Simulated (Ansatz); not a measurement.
Geometry optimisation, Ansatz 0.2.0, RKS r2SCAN-D4/6-31G*.

input.yaml

```yaml
crystal:
  periodic: [false, false, false]
  atoms:
    - { symbol: B, position_ang: [0.0, 0.0, 0.0] }
    - { symbol: F, position_ang: [0.0, 0.0, 1.67] }
    - { symbol: "N", position_ang: [1.3423, 0.0, -0.775] }
    - { symbol: H, position_ang: [1.8089, -0.9179, -1.0268] }
    - { symbol: H, position_ang: [1.7937, 0.9179, -1.0532] }
    - { symbol: "N", position_ang: [-1.3423, 0.0, -0.775] }
    - { symbol: H, position_ang: [-2.0112, -0.8164, -0.6764] }
    - { symbol: H, position_ang: [-1.5914, 0.8164, -1.4036] }
    - { symbol: O, position_ang: [-0.2139, 1.6086, 0.5392] }
    - { symbol: C, position_ang: [-1.4111, 2.3603, 0.4047] }
    - { symbol: H, position_ang: [-2.1842, 1.7397, -0.0944] }
    - { symbol: H, position_ang: [-1.7728, 2.6639, 1.4093] }
    - { symbol: H, position_ang: [-1.2133, 3.2659, -0.206] }
    - { symbol: H, position_ang: [-0.1354, 1.0186, 1.5024] }
basis:
  gaussian: { orbitals: "6-31G*" }
hamiltonian:
  xc: r2scan
  dispersion: d4
relax:
  f_tol: 0.15
  max_steps: 25
  restrain:
    - { distance: [0, 8], at: 1.41, k: 30.0 }
    - { distance: [13, 1], at: 0.92, k: 30.0 }
    - { distance: [0, 1], at: 2.52, k: 30.0 }
    - { distance: [13, 8], at: 2.21, k: 30.0 }
output:
  orbitals: {}
```

Command:

```bash
$ ansatz run input.yaml --threads 4 --pin off --max-ram 5120MiB --backend cpu --events-out ev --progress --plain --runs-dir out
```

Where does it end, and by what steps?

The run converged. The restraints hold the end off the free minimum; the threshold counts their pulls, which the force column leaves out. Restrained pairs: B1–O9 (1.71 → 1.39 Å), F2–H14 (1.04 → 0.94 Å), B1–F2 (1.67 → 2.53 Å), O9–H14 (1.13 → 2.23 Å). After 18 steps the energy has fallen by 4.049 eV (the restraints' own energy left out); H7 moved furthest, 1.03 Å.

```tsv
step	energy less start (eV)	largest force component (eV/Å)	accepted
0	0.0000	6.859	yes
1	-1.3483	3.762	yes
2	-2.0706	2.453	yes
3	-2.5674	1.347	yes
4	-3.1445	0.846	yes
5	-3.3705	1.852	yes
6	-3.5795	0.955	yes
7	-3.7128	0.671	yes
8	-3.7719	1.551	no
9	-3.7921	0.434	yes
10	-3.8469	0.393	yes
11	-3.8907	0.597	yes
12	-3.9477	0.440	yes
13	-3.9568	1.685	no
14	-3.9926	0.481	yes
15	-4.0191	0.585	yes
16	-4.0038	0.784	no
17	-4.0427	0.646	yes
18	-4.0492	0.816	yes
```

```xyz
14
Properties=species:S:1:pos:R:3
B -0.167 0.618 -0.541
F -0.266 0.233 1.960
N 1.134 0.006 -0.369
H 1.358 -0.882 -0.797
H 1.927 0.637 -0.365
N -1.261 -0.075 -1.109
H -1.221 -1.070 -1.281
H -2.207 0.268 -1.044
O -0.188 1.920 -0.061
C -1.378 2.553 0.360
H -2.247 1.880 0.324
H -1.248 2.871 1.401
H -1.577 3.432 -0.266
H 0.410 0.266 1.304
```

Run time: 50 s on 4 threads of Arm Neoverse V1, with other jobs on the host, peak memory 0.21 GiB.
